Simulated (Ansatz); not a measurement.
Ideal-gas functions of `NC=[Se]` at 500 K and 1 bar, from an Ansatz frequency run at PBE0-D4/def2-TZVP.

Molar mass 108.0 g/mol, point group Cs (symmetry number 1), electronic degeneracy 1, moments of inertia 8.415, 124.156, 132.571 u Å². Harmonic wavenumbers (cm⁻¹, unscaled): 370, 413, 626, 747, 949, 1110, 1334, 1450, 1642, 3139, 3576, 3711.

Use S(trans) = R[1.5 ln M + 2.5 ln T − 1.1517]; rotational temperatures θ = 24.2544 K / I; S(rot) = R[ln(√π/σ · √(T³/θAθBθC)) + 1.5]; for each mode x = 1.438777 ν̃/T, S = R[x/(eˣ − 1) − ln(1 − e⁻ˣ)] and H = RT x/(eˣ − 1); 1 cm⁻¹ = 0.0119627 kJ/mol; R = 8.31446 J/(mol·K).

Task: By hand: the entropy, in J/(mol·K).

Result: Translation 178.0. Rotation: θ = 2.8823, 0.1954, 0.183 K, giving 104.2. Vibration, mode by mode: 8.18, 7.35, 4.46, 3.39, 2.14, 1.48, 0.88, 0.67, 0.43, 0.01, 0.00, 0.00, in all 29.0. Electronic 0.0. Sum 311.2 J/(mol·K).

Task: By hand: H − E and G − E in kJ/mol, counted from the electronic energy.

Result: Zero-point energy ½ × 19067 × 0.0119627 = 114.0; thermal vibration 9.3; translation, rotation and pV give 4 RT = 16.6. H − E = 139.9 kJ/mol, and G − E = 139.9 − 500 × 311.2/1000 = -15.7 kJ/mol.

Vibration gives 9 % of the entropy. The sum counts one conformer and one mirror image; others add a mixing term.
